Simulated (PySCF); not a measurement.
Species: C4H11ClSi2.
Structure used (PBE0-D3(BJ)/def2-SVP), in Å, numbered top down from 1:
```
atom  x, y, z in Å
C1    -1.1456    1.8252   -0.6773
Si2   -0.3965    0.1988   -0.1168
C3    -1.7627   -1.1090    0.0263
Cl4   -1.0364   -2.6745    0.5269
C5     1.0650   -0.4507   -1.1433
Si6    2.0550   -0.5638    0.4817
C7     0.6450    0.2534    1.4718
H8    -1.6390    1.7205   -1.6563
H9    -1.8893    2.1897    0.0490
H10   -0.3634    2.5945   -0.7728
H11   -2.5117   -0.8363    0.7849
H12   -2.2872   -1.2755   -0.9263
H13    0.8998   -1.4027   -1.6690
H14    1.4725    0.2818   -1.8581
H15    3.3231    0.2339    0.4733
H16    2.3673   -1.9600    0.9086
H17    0.2562   -0.3272    2.3214
H18    0.8821    1.2717    1.8188
```

The calculation used core-valence-separated Tamm–Dancoff BHandHLYP/aug-pcX-1 (pcseg-1 on H, def2-SVPD on Si, def2-SVPD on Cl) in PySCF, non-relativistic, gas phase, PBE0-D3(BJ)/def2-SVP geometry. Absolute energies from this functional tend to lie a few eV below measured edges; no shift was applied.

Question: Give energies, oscillator strengths and core holes at the C K edge.

Answer: 
```json
{"E (eV)": "284.32", "f": "0.0623", "core hole on": "C3", "main final orbital": "spread"}
{"E (eV)": "284.74", "f": "0.0049", "core hole on": "C5/C7", "main final orbital": "LUMO+1 (2 roots, f summed)"}
{"E (eV)": "284.85", "f": "0.0155", "core hole on": "C5/C7", "main final orbital": "LUMO+4 (2 roots, f summed)"}
{"E (eV)": "284.98", "f": "0.0026", "core hole on": "C1", "main final orbital": "LUMO (78 %)"}
{"E (eV)": "285.28", "f": "0.0356", "core hole on": "C5/C7", "main final orbital": "spread (2 roots, f summed)"}
{"E (eV)": "285.67", "f": "0.0009", "core hole on": "C5/C7", "main final orbital": "LUMO (2 roots, f summed)"}
{"E (eV)": "285.82", "f": "0.0309", "core hole on": "C1", "main final orbital": "spread"}
{"E (eV)": "285.88", "f": "0.0316", "core hole on": "C1", "main final orbital": "LUMO+5 (36 %)"}
{"E (eV)": "285.89", "f": "0.0399", "core hole on": "C5/C7", "main final orbital": "LUMO+3 (2 roots, f summed)"}
{"E (eV)": "286.08", "f": "0.0523", "core hole on": "C5/C7", "main final orbital": "spread (2 roots, f summed)"}
{"E (eV)": "286.27", "f": "0.0125", "core hole on": "C1", "main final orbital": "LUMO+2 (32 %)"}
{"E (eV)": "286.31", "f": "0.0181", "core hole on": "C5/C7", "main final orbital": "spread (2 roots, f summed)"}
```

The first line with a tenth or more of the strongest one's intensity is at 284.32 eV (f = 0.062), with the hole on C3 (sp3 C–Cl carbon). It is also the strongest listed.

Roots within 0.03 eV whose holes lie on the same, on equivalent or on shared atoms are summed into one line, and the highest roots are left out, as the search may have cut off their partners. Final orbitals are the ground state's empty Kohn–Sham orbitals.

Question: What length of transition dipole belongs to the line at 285.82 eV?

Answer: From f = (2/3) ΔE |μ|² in atomic units, with ΔE = 10.504 Eh and f = 0.0309: |μ| = 0.066 au = 0.17 D.

The list ends where the root search ended, not at a threshold.

One conformer stands for the species.
